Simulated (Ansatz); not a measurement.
System: InH3, net charge 0, singlet state. SMILES: [InH3]
Coordinates optimised at B3LYP-D3(BJ)/def2-TZVP (Ansatz, a quantum-chemistry and plane-wave program):
```xyz
4

In     0.0000     0.0000     0.0000
H     -0.2365     1.7142    -0.0251
H     -1.3663    -1.0616     0.0370
H      1.6028    -0.6526    -0.0119
```

Wanted: atomisation energy (electronic, to ground-state atoms), in kcal/mol. Valence correlation only, unless marked. Open shells are spin-unrestricted. No spin-orbit coupling. Frozen are the shells of the preceding noble gas and the d and f shells that filled before the atom's block. Past Kr the def2 sets carry scalar-relativistic core potentials. The coupled-cluster limit lacks core correlation, which all-electron functionals hold. Basis-set limits of correlation are two-point, X^-3; Hartree-Fock from the larger set.

| level | program | atomisation energy (kcal/mol) |
|---|---|---|
| r2SCAN-D4/def2-TZVPD | Ansatz + dftd4 | ? |
| B3LYP/def2-TZVPD | Ansatz | ? |
| PBE0-D3(BJ)/def2-TZVPD | Ansatz + dftd3 | 169.0 |
| PBE0/def2-TZVP | Ansatz | ? |
| PBE0/def2-TZVPD | Ansatz | 168.3 |
| CAM-B3LYP/def2-TZVPD | Ansatz | 175.6 |
| LC-wPBE-D3(BJ)/def2-TZVPD | Ansatz + dftd3 | 175.9 |
| LC-wPBE-D4/def2-TZVPD | Ansatz + dftd4 | 176.1 |
| B2PLYP-D4/def2-TZVPD | Ansatz + dftd4 | 169.3 |
| RPA@PBE/def2-TZVPP | Ansatz | ? |
| CCSD/def2-SVP | Ansatz | 160.3 |
| CCSD/def2-TZVPP | Ansatz | 170.7 |
| CCSD/def2-QZVPPD | Ansatz | 172.9 |
| CCSD(T)/CBS(def2-TZVPPD,def2-QZVPPD) | Ansatz | 174.5 |

What belongs in the gaps?


- r2SCAN-D4/def2-TZVPD, atomisation energy (kcal/mol): 173.5
- B3LYP/def2-TZVPD, atomisation energy (kcal/mol): 171.2
- PBE0/def2-TZVP, atomisation energy (kcal/mol): 168.2
- RPA@PBE/def2-TZVPP, atomisation energy (kcal/mol): 165.2
